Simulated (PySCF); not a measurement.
A structure optimised at PBE0-D3(BJ)/def2-SVP, used in a PySCF frequency run:

```xyz
6

Bi    -0.4820    -0.7799     0.4991
F     -0.7911    -2.0250    -1.0999
Te    -1.3826     1.7067    -0.5941
H     -0.1172     1.7655    -1.6739
Te     2.2388    -0.1135     0.0117
H      2.7232    -1.6536     0.4336
```

**Question.** Write its SMILES and formula.

**Answer.** [F][Bi]([TeH])[TeH], BiFH2Te2

**Question.** What are its rotational constants (standard atomic weights)?

**Answer.** 0.87855, 0.43981, 0.31727 GHz
